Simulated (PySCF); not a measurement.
# Unknown compound

An unknown has the formula C$_{5}$H$_{12}$O$_{2}$Si. Its calculated NMR data are:

1H NMR (400 MHz, computed): δ 4.70 (s, 3H), 2.07 (m, 2H), 1.95 (m, 1H), 0.96 (d, 6H).

13C{1H} NMR (computed): δ 185.5, 45.0, 25.6, 23.4 (2C).

[PySCF 2.14.0 with density-fitted response routines: geometry: PBE0-D3(BJ)/def2-SVP; shieldings: GIAO CAM-B3LYP/pcSseg-1; non-relativistic Hamiltonian; a single conformation; one averaged value for each set of equivalent atoms; isolated molecule]

References, each an isolated molecule treated in the same way: 1H (σ = 31.33 ppm), 13C (σ = 182.45 ppm) against TMS.

**Question.** Deduce the structure.

**Answer.** 
The formula gives 1 degree of unsaturation (no ring in the answer). 4 carbon signals for 5 carbons: some carbons are equivalent by symmetry or fast rotation. Carbon types of the structure: 1 × C, 1 × CH, 1 × CH2, 2 × CH3, leaving 3 H on heteroatoms. δC 185.5: carbonyl carbon. δC 45.0: sp3 CH2 α to a carbonyl; the adjacent C=O deshields it moderately. δC 25.6: sp3 CH; aliphatic region, no heteroatom directly attached. δC 23.4: methyl carbon; saturated and bonded to C and H only. δH 4.70: hydrogen on a silicon bonded to O. δH 2.07: hydrogen on an sp3 CH2 α to a carbonyl; α to C=O. δH 0.96: hydrogen on a methyl carbon; far from electronegative atoms and π systems.

The compound is `CC(C)CC(=O)O[SiH3]`.

This is the structure that produced the data.

Shifts are as computed, not scaled to solution data. Of 1211 compounds with measured shifts, 218 miss one by over three times the rms of a fit or turn the order of signals round; such compounds aren't used in these exercises. Multiplicities follow the n + 1 count of equivalent neighbours, as no J values were calculated; m marks all less simple cases, F and P coupling included.
